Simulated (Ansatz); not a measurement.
Consider the cleavage of the Si–B bond: `B[SiH2]C` + `[SH][SbH2]` → `C[SiH2][S][SbH2]` + BH₃.

Gas-phase electronic energies from Ansatz, PBE0-D4/def2-TZVP geometries. CBS: MP2 limit from def2 TZ/QZ plus the TZ coupled-cluster correction, frozen cores. This one scheme is used for every species. DFT in def2-TZVPP. Elements past krypton have def2 core potentials. For Sb outer-core shells are correlated without core-valence functions, which leaves a few kJ/mol of doubt a bond. One conformer a species, not always the lowest.

`B[SiH2]C`:

Cartesian coordinates in Å:
```
B -0.591 1.552 0.828
Si 0.503 -0.088 0.437
C -0.038 -1.102 -1.046
H -1.503 1.922 0.146
H -0.327 2.219 1.787
H 0.502 -0.945 1.663
H 1.914 0.371 0.247
H -0.011 -0.499 -1.956
H 0.612 -1.967 -1.192
H -1.060 -1.464 -0.914
```

`[SH][SbH2]`:

```xyz
5

S     1.101    0.260   -0.997
Sb   -0.436   -0.328    0.785
H     2.144   -0.330   -0.392
H    -1.132    1.231    0.881
H    -1.677   -0.832   -0.278
```

`C[SiH2][S][SbH2]`:

Z-matrix (Å, degrees):
```
C
Si 1 1.864
H 1 1.092 2 110.8
H 1 1.092 2 110.7 3 120.3
H 1 1.093 2 110.1 3 -119.9
S 2 2.138 1 107.6 3 -60.2
H 2 1.489 1 110.9 3 179.4
H 2 1.489 1 110.9 3 60.3
Sb 6 2.429 2 97.1 1 180.0
H 9 1.711 6 94.0 2 134.9
H 9 1.711 6 94.1 2 -134.0
```

BH₃:

Cartesian coordinates in Å:
```
B 0.000 0.000 0.000
H -0.687 -0.422 -0.880
H 0.469 1.094 -0.082
H 0.217 -0.672 0.962
```

Task: Is it downhill or uphill in electronic energy at CCSD(T)/CBS, and by how much? (An estimate is asked.)

Result: The calculation gave: Downhill: ΔE = -0.93 eV.

Task: What do these levels give: ωB97M-V, B2PLYP, r2SCAN, MP2/def2-TZVPP, CCSD(T)/def2-TZVPP, MP2/CBS(def2)? (Best estimate.)

Result: The calculation gave: ωB97M-V -0.90, B2PLYP -0.88, r2SCAN -0.84, MP2/def2-TZVPP -1.04, CCSD(T)/def2-TZVPP -0.89, MP2/CBS(def2) -1.08 eV.

Largest T1 diagnostic among the species: 0.013.

From PBE to PBE0 (25 % exact exchange), in def2-TZVPP and without D4, ΔE moves by −0.06 eV. The D4 term adds −0.11 eV with B3LYP and −0.06 eV with PBE0; it sums over pairs of atoms, weighted by their polarisabilities, and B3LYP, whose exchange is more repulsive, gets the larger term.

B3LYP here is the variant with VWN-RPA as its local correlation; programs differ in this.
